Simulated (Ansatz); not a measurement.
The first iterations of a band of ClGe2H5O + ClH (11 atoms, charge 0, multiplicity 1).

The calculation used Ansatz, RKS PBE/def2-SVP.

```yaml
movable_images: 9
climbing_image: yes
spring: 5.0 eV/Å²
optimiser: quadratic models (default)
start_path: through a guess of the saddle point
force_threshold: 0.03 eV/Å
iteration_limit: 60
end_points: relaxed
```

Image 0:

```xyz
11
Properties=species:S:1:pos:R:3
Ge -0.135 0.217 0.312
Ge -0.157 0.319 2.764
H -1.308 -0.573 3.291
H 1.202 -0.163 3.321
H -0.408 1.788 3.195
Cl 2.016 -0.122 -0.241
H -0.567 1.464 -0.496
O -1.085 -1.121 -0.392
H -0.827 -1.964 0.042
Cl 0.991 -3.090 1.279
H 1.679 -2.127 0.684
```

Image 10:

```xyz
11
Properties=species:S:1:pos:R:3
Ge 0.421 -0.768 -0.895
Ge 0.120 0.172 3.662
H -0.853 -0.098 2.490
H 0.594 -1.171 4.268
H -0.601 1.002 4.754
Cl 0.615 -1.911 -2.728
H 0.744 0.716 -1.126
O -1.249 -0.849 -0.291
H -1.512 -1.762 -0.066
Cl 1.778 -1.667 0.545
H 1.345 0.966 3.146
```

| iteration | highest image above the first end (eV) | largest band force component (eV/Å) |
| --- | --- | --- |
| 1 | 10.096 | 38.476 |
| 2 | 4.306 | 8.084 |
| 3 | 2.754 | 4.539 |
| 4 | 2.173 | 2.266 |
| 5 | 2.359 | 1.246 |
| 6 | 2.459 | 4.322 |
| 7 | 2.599 | 1.201 |
| 8 | 2.217 | 1.506 |
| 9 | 1.917 | 1.567 |
| 10 | 1.891 | 1.948 |
| 11 | 1.919 | 1.246 |

Problem. Does the band converge within its limit, and where does its top end?

Solution. It converged. It ended after 33 iterations with the highest image 1.750 eV above the first end. Neighbouring images differ by up to 1.4 eV, so the band resolves the path poorly. A vibrational analysis at the climbing image gives one clearly imaginary mode, 682i cm⁻¹: a first-order saddle point. The orbitals stay closed-shell, which can raise the energy where a bond breaks towards radicals; this wasn't checked here.

Run time: 6.8 min on 4 threads of AMD EPYC 7B13 (Zen 3), on a shared host, peak memory 0.27 GiB.
